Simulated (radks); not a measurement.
S II, configuration [Ne] 3s2 3p3 (the NIST ground configuration). All-electron calculation, scalar-relativistic Kohn-Sham, PBE, spin-unpolarised, spherical densities, finite nucleus; Fermi nuclear charge, rms radius 3.2611 fm. Program: a radial shooting solver on a logarithmic mesh with Libxc functionals.

Normalised radial functions P(r) = r R(r), r in bohr:

r	2s	2p
0.005097	0.1643	0.0034
0.006479	0.2038	0.0054
0.008237	0.2513	0.0086
0.01056	0.3093	0.0137
0.01342	0.3742	0.0216
0.01706	0.4465	0.0337
0.02186	0.5258	0.0532
0.02779	0.6010	0.0818
0.03533	0.6649	0.1243
0.04491	0.7028	0.1863
0.05755	0.6939	0.2774
0.07316	0.6146	0.3982
0.093	0.4426	0.5556
0.1192	0.1527	0.7550
0.1515	-0.2294	0.9721
0.1926	-0.6714	1.1878
0.2468	-1.1099	1.3671
0.3138	-1.4128	1.4486
0.3989	-1.5063	1.4000
0.5111	-1.3523	1.2043
0.6498	-1.0196	0.9107
0.826	-0.6308	0.5876
1.059	-0.3014	0.3057
1.346	-0.1117	0.1285
1.711	-0.0295	0.0404
2.192	-0.0048	0.0083
2.787	-0.0005	0.0011
3.543	0.0000	0.0001
4.54	0.0000	0.0000
5.771	0.0000	0.0000

2s: eigenvalue -223.45 eV, 1 radial node at r = 0.132 bohr, <r> = 0.479 bohr, 90 % of the charge inside 0.750 bohr. 2p: eigenvalue -168.27 eV, 0 radial nodes, <r> = 0.442 bohr, 90 % of the charge inside 0.737 bohr.
